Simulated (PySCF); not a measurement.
Identify the unknown among the candidates.

All candidates are C9H10.

* Dipole: 2.56 D [PBE0/pcSseg-1]
* 13C NMR: chemical shifts (computed TMS as zero) by class: 155.5 (1 C), 150.0 (1 C), 144.6 (1 C), 134.1 (1 C), 131.8 (1 C), 125.4 (1 C), 117.3 (1 C), 66.8 (1 C), 21.0 (1 C) ppm [GIAO PBE0/pcSseg-1]
* Rotational structure: rotational constants A, B, C: 4.013, 0.751, 0.635 GHz [GFN2-xTB]
* 1H NMR: chemical shifts (computed TMS as zero) by class: 7.84 (1 H), 7.07 (1 H), 6.52 (1 H), 5.73 (1 H), 5.67 (1 H), 4.13 (1 H), 4.07 (1 H), 2.07 (3 H) ppm [GIAO PBE0/pcSseg-1]

The electronic properties come from PySCF, for the isolated species, density fitting. Levels stand in brackets. One conformer (not necessarily the lowest) at the GFN2-xTB geometry, without solvent, vibrations or thermal averaging. Each NMR value is the plain mean over a class of atoms that symmetry, rotation or inversion makes alike.

Question: Which candidate is it?
A. `C=Cc1ccccc1C`
B. `c1ccc2c(c1)CCC2`
C. `C=C(C)/C=C/C1=CC1=C`
D. `C=C1C=CC=CC=C1C`

Answer: C. It is `C=C(C)/C=C/C1=CC1=C`. Numbering: `[CH2:1]=[C:2]([CH3:3])/[CH:4]=[CH:5]/[C:6]1=[CH:7][C:8]1=[CH2:9]`. Its formula, C9H10, gives 5 degrees of unsaturation: 1 ring and 4 π bonds in the structure found. 9 carbons fall into 9 classes; from least to most shielded: alkene CH carbon [C4] (155.5 ppm), fully substituted alkene carbon [C2] (150.0 ppm), fully substituted alkene carbon [C6] (144.6 ppm), alkene CH carbon [C7] (134.1 ppm), terminal =CH2 carbon [C1] (131.8 ppm), fully substituted alkene carbon [C8] (125.4 ppm), alkene CH carbon [C5] (117.3 ppm), terminal =CH2 carbon [C9] (66.8 ppm), allylic carbon [C3] (21.0 ppm). Hydrogen classes from least to most shielded: 1 H on an alkene CH carbon, C7 (7.84 ppm), 1 H on an alkene CH carbon, C4 (7.07 ppm), 1 H on an alkene CH carbon, C5 (6.52 ppm), 1 H on a terminal =CH2 carbon, C1 (5.73 ppm), 1 H on a terminal =CH2 carbon, C1 (5.67 ppm), 1 H on a terminal =CH2 carbon, C9 (4.13 ppm), 1 H on a terminal =CH2 carbon, C9 (4.07 ppm), 3 H on an allylic carbon, C3 (2.07 ppm). The optimised geometry has point group Cs and is an asymmetric top.

The others, at the same levels:
- `c1ccc2c(c1)CCC2` fails: it has 5 carbon classes against 9; its computed 13C shifts are 149.3 (2 C), 131.7 (2 C), 129.8 (2 C), 36.8 (2 C), 28.9 (1 C) ppm, 1H shifts are 7.56 (2 H), 7.43 (2 H), 3.05 (4 H), 2.10 (2 H) ppm and rotational constant A is 3.581 GHz (against 4.013 GHz).
- `C=C1C=CC=CC=C1C` fails: its computed 13C shifts are 154.6 (1 C), 149.6 (1 C), 142.5 (1 C), 138.1 (1 C), 137.7 (1 C), 134.1 (1 C), 133.3 (1 C), 116.5 (1 C), 29.0 (1 C) ppm, 1H shifts are 6.34 (1 H), 6.33 (1 H), 6.31 (1 H), 6.21 (1 H), 6.16 (1 H), 4.89 (1 H), 4.83 (1 H), 2.09 (3 H) ppm and rotational constant A is 2.560 GHz (against 4.013 GHz).
- `C=Cc1ccccc1C` fails: its computed 13C shifts are 145.0 (1 C), 143.1 (1 C), 140.5 (1 C), 135.1 (1 C), 133.9 (1 C), 132.0 (1 C), 131.8 (1 C), 122.3 (1 C), 23.1 (1 C) ppm, 1H shifts are 7.73 (1 H), 7.49 (1 H), 7.49 (1 H), 7.44 (1 H), 7.26 (1 H), 5.90 (1 H), 5.60 (1 H), 2.45 (3 H) ppm and rotational constant A is 2.545 GHz (against 4.013 GHz).

Each candidate is one conformer, not necessarily the lowest. The conformers computed, where there is a choice (atom-mapped SMILES and torsion angles):
- `[CH2:1]=[C:2]([CH3:3])/[CH:4]=[CH:5]/[C:6]1=[CH:7][C:8]1=[CH2:9]`: C1–C2–C4–C5 180°, C4–C5–C6–C7 180°
- `[CH2:1]=[CH:2][c:3]1[cH:4][cH:5][cH:6][cH:7][c:8]1[CH3:9]`: C1–C2–C3–C4 34°

The conformers of `c1ccc2c(c1)CCC2` aren't listed.
